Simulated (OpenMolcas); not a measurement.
**Ag5+: moving or changing the point charges**

Ag5+ among 6 point charges of -1 e arranged as a tetragonal octahedron (D4h), 2.07 Å from the ion, with the axial distance 1.946 Å.

```
Program             : OpenMolcas 26.06
Method              : SS-CASPT2, IPEA 0.25 Eh, imaginary shift 0.1 Eh (closed shells correlated: 4s 4p)
Basis               : ANO-RCC-VDZP [6s5p3d1f]
Scalar Hamiltonian  : DKH2, point nucleus
Active space        : 6 electrons in 5 orbitals (4d)
State averaging     : 2S+1 = 5 even, 5 roots; 2S+1 = 3 even, 45 roots; 2S+1 = 1 even, 50 roots
Spin-orbit coupling : state interaction with AMFI integrals over the reference wave functions
```

Runs around this geometry, states (labels of D4, the rotations of D4h). Energies in cm-1 above the lowest state or level, χT in cm3 K/mol.

| R (Å) | q (e) | Axial / equatorial distance | Ground state | First state of that spin | First gap with spin-orbit (degeneracies) | χT at 300 K | First state of another spin |
| --- | --- | --- | --- | --- | --- | --- | --- |
| 2.07 | -1 | 0.86 | 5B2 | 5B1 2200 | 12 (1, 1) | 4.944 | 3A2 21800 |
| 2.07 | -0.8 | 0.94 | 5B2 | 5E 650 | 31 (2, 1) | 5.174 | 3A2 21830 |
| 1.91 | -1 | 0.94 | 5B2 | 5E 1000 | 71 (2, 1) | 4.836 | 3A2 21040 |
| 2.07 | -1 | 0.94 | 5B2 | 5E 820 | 25 (2, 1) | 5.066 | 3A2 21660 |
| 2.21 | -1 | 0.94 | 5B2 | 5E 690 | 12 (1, 2) | 5.218 | 3A2 21940 |

Taking the first state of the same spin as R^-n, n = -ln(690 / 1000) / ln(2.21 / 1.91) = 2.5 between the shortest and longest distance.

Scaling the charges by -0.8 / -1 = 0.80 scales the first state of the same spin by 650 / 820 = 0.79; with fixed orbitals a first-order splitting would follow the charge.

Point charges give a weaker field than real ligands, and real ions of this kind are as a rule low spin; the high spin found here belongs to the model. Free-ion shares, where given, are those of the reference states; single-state CASPT2 does not remix them. Spin-orbit coupling mixes the spin-free states strongly: the lowest level takes only 70 % from its leading state, 5B2 (figures for R = 2.07, q = -1, ratio = 0.86; the like holds for R = 2.07, q = -0.8, ratio = 0.94, R = 1.91, q = -1, ratio = 0.94, R = 2.07, q = -1, ratio = 0.94, R = 2.21, q = -1, ratio = 0.94). The ground term spreads over less than 5000 cm-1, several times less than with real ligands, so orbital moments are less quenched and χT lies further from the spin-only value than at real sites (holds for R = 2.07, q = -0.8, ratio = 0.94; R = 2.07, q = -1, ratio = 0.94; R = 2.21, q = -1, ratio = 0.94). Point charges carry no covalency, so the field is a model and not that of real ligands. No measured value stands beside these numbers.
